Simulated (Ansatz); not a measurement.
`CC(C)OB(O)F`. Total charge 0; spin multiplicity 1. The structure was optimised at the PBE0-D4/def2-TZVP level. It is one conformer, not always the lowest.

```xyz
15

C     0.655    0.795    1.134
C     0.030   -0.332    0.341
C    -0.861   -1.216    1.183
O    -0.781    0.215   -0.705
B    -0.264    0.536   -1.903
O     1.050    0.349   -2.210
F    -1.091    1.053   -2.818
H    -0.122    1.430    1.566
H     1.267    0.396    1.946
H     1.295    1.409    0.497
H     0.823   -0.936   -0.114
H    -0.286   -1.678    1.988
H    -1.305   -2.006    0.576
H    -1.668   -0.628    1.626
H     1.259    0.614   -3.108
```

What is the dipole moment at B3LYP/def2-TZVPP? (Best estimate.)

The calculation gave: 1.78 D, with components (1.67, -0.48, 0.38) D in this frame, pointing from negative to positive charge.

And with PBE, r2SCAN, ωB97M-V? (Estimate.)

Computed: PBE 1.71 D, r2SCAN 1.74 D, ωB97M-V 1.77 D.

Give the Mulliken charges with B3LYP, r2SCAN, ωB97M-V in def2-TZVPP. (An estimate is asked.)

Computed: 
```csv
atom,B3LYP,r2SCAN,ωB97M-V
C1,-0.27,-0.18,-0.30
C2,0.21,0.26,0.09
C3,-0.23,-0.13,-0.29
O4,-0.32,-0.33,-0.31
B5,0.45,0.50,0.47
O6,-0.31,-0.33,-0.30
F7,-0.27,-0.28,-0.27
H8,0.08,0.05,0.11
H9,0.08,0.04,0.10
H10,0.09,0.05,0.11
H11,0.05,0.02,0.08
H12,0.07,0.04,0.09
H13,0.09,0.05,0.11
H14,0.08,0.05,0.11
H15,0.20,0.21,0.19
```

B3LYP here is the variant with VWN-RPA as its local correlation; programs differ in this.
